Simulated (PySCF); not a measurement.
H2OZn. Atoms are numbered in the order given.

```xyz
4

Zn    -0.0065    -0.3731     0.0000
H     -0.0021    -1.8873     0.0000
O      0.1126     1.3976     0.0000
H     -0.7031     1.8995     0.0000
```

Geometry optimised at PBE0-D3(BJ)/def2-TZVP.

Vertical ionisation energy (IE) and electron affinity (EA) in eV. Rows of orbital energies are one-electron estimates. Where ΔSCF, EOM or ADC give a negative EA the extra electron is unbound and the value depends on the basis.

```json
[
 {"level": "−ε(HOMO), −ε(LUMO), PBE/def2-TZVPD (PySCF)", "IE": "6.70", "EA": "1.32"},
 {"level": "−ε(HOMO), −ε(LUMO), CAM-B3LYP/def2-TZVPD (PySCF)", "IE": "9.82", "EA": "-0.02"}
]
```
